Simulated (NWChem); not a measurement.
Species: H$_{2}$SeS$_{2}$; SMILES S[Se]S

```xyz
5

Se     0.0000     0.0000     0.7962
S      1.7874    -0.1063    -0.5440
H      1.9680     1.2216    -0.7375
S     -1.7874     0.1063    -0.5440
H     -1.9680    -1.2216    -0.7375
```
Atoms are numbered in this order, from 1.

All runs: NWChem. The geometry was optimised at B3LYP/6-31G* (spherical d). GIAO values for the isolated, static molecule; σ is the absolute isotropic shielding, δ = σ(reference) − σ with the isolated reference molecule computed at the same levels (1H: tetramethylsilane). Spin-orbit effects, on the heavy nuclei and on their neighbours, are missing.

For level KT2/pcSseg-1:

```yaml
"σ Se1 (ppm)": 834.8
"σ S2 (ppm)": 452.5
"δ H3 (ppm)": 4.34
```

What are these values for level LDA (Slater exchange, VWN5)/pcSseg-1?


| Property | Result |
|---|---|
| σ Se1 (ppm) | 659.0 |
| σ S2 (ppm) | 403.1 |
| δ H3 (ppm) | 4.73 |
